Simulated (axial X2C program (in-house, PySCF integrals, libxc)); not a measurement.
## Which molecule gave these maps?

PBE0 fields computed with an in-house relativistic program for diatomic molecules, with spin–orbit coupling, near the equilibrium distance, one atom at z = 0.

The maps cover the half plane through the axis: z from -2.4 to 4.5 Å along the bond, ρ from 0.15 to 2.25 Å away from it (steps of 0.3 Å, the bottom row nearest the axis).

log10 of the density in e/bohr³:

digits 0 to 9 span -4.33 to 1.57 evenly
```
111222222222222222111000
112222233222333332221100
122233333333333333322110
122333344433444444433211
222334455544445555443221
223344566655555555544321
223345677765556666554322
223345689865566896554322
```

Electron localisation function (collinear form, no current term, damped to 0 at low density):

digits 0 to 9 span 0.00 to 1.00 evenly
```
136788765321122211100000
367888753211234433210000
467765321111456555432100
566431111001577777654200
554211245311578888875310
542113678742588778887531
431126831473584004888631
431148753564570880898641
```

Axial spin density in 10⁻³ e/bohr³:

digits 0 to 9 span -2.45 to 2.45 evenly, values beyond are clipped
```
556677887766555555555555
566789999976555555555555
567899999997555444444555
667899999997554444444455
677899999996544334444445
677876667766554222344445
677668993289886322344445
667669990599999603344444
```

Which molecule is it?
A. AsBr
B. BhF⁺
C. YS
D. LiI⁺

C. YS, with Y at z = 0 and S at z = 2.269 Å, state Ω = 1/2 (⟨Sz⟩ = 0.50, ⟨Lz⟩ = 0.00 at PBE0), basis Y dyall-cv3z [11s12p9d6f3g], S dyall-av3z [9s8p3d2f] (cores contracted in-house). The state is a single determinant with fixed occupations, the lowest that a limited PBE0 search found. Density functionals use the spin component along the axis (collinear).
